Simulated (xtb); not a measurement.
4-sulfanylbutanal (C4H8OS), SMILES O=CCCCS. All values are semi-empirical tight-binding results from xtb (GFN2-xTB unless named), good for trends rather than for accurate numbers. Geometry optimised at GFN2-xTB. The values are those of a single conformer.

Optimised geometry:

Bonded distances (Å): O1–C2 1.197, C2–C3 1.501, C2–H7 1.110, C3–C4 1.527, C3–H8 1.091, C3–H9 1.096, C4–C5 1.520, C4–H10 1.094, C4–H11 1.092, C5–S6 1.840, C5–H12 1.090, C5–H13 1.090, S6–H14 1.331. Angles (°): O1–C2–C3 125.6, O1–C2–H7 121.0, C3–C2–H7 113.5, C2–C3–C4 112.5, C2–C3–H8 109.6, C2–C3–H9 106.5, C4–C3–H8 111.0, C4–C3–H9 109.3, H8–C3–H9 107.7, C3–C4–C5 112.1, C3–C4–H10 109.7, C3–C4–H11 109.4, C5–C4–H10 108.4, C5–C4–H11 109.1, H10–C4–H11 108.1, C4–C5–S6 110.3, C4–C5–H12 110.6, C4–C5–H13 111.1, S6–C5–H12 107.3, S6–C5–H13 107.7, H12–C5–H13 109.8, C5–S6–H14 95.5.
Charge 0, spin multiplicity 1.

Computed properties:
The orbital gap is 2.99 eV. The zero-point energy comes out as 68.5 kcal/mol, the G − E(el) at 298.15 K (modified RRHO) is 47.6 kcal/mol and the static polarisability (D4 model) comes out as 73.0 bohr³. The solvation energy, GFN2-xTB/ALPB(water) is -3.0 kcal/mol and the solvation energy, GFN2-xTB/ALPB(dmf) is -9.0 kcal/mol.

Computed atomic charges and the Wiberg bond orders between heavy atoms:
charges (e) O1 -0.32, C2 0.22, C3 -0.09, C4 -0.05, C5 0.00, S6 -0.28, H7 0.02, H8 0.08, H9 0.07, H10 0.04, H11 0.05, H12 0.05, H13 0.05, H14 0.16. Bond orders O1–C2 1.93, C2–C3 1.01, C3–C4 1.00, C4–C5 1.02, C5–S6 0.99.
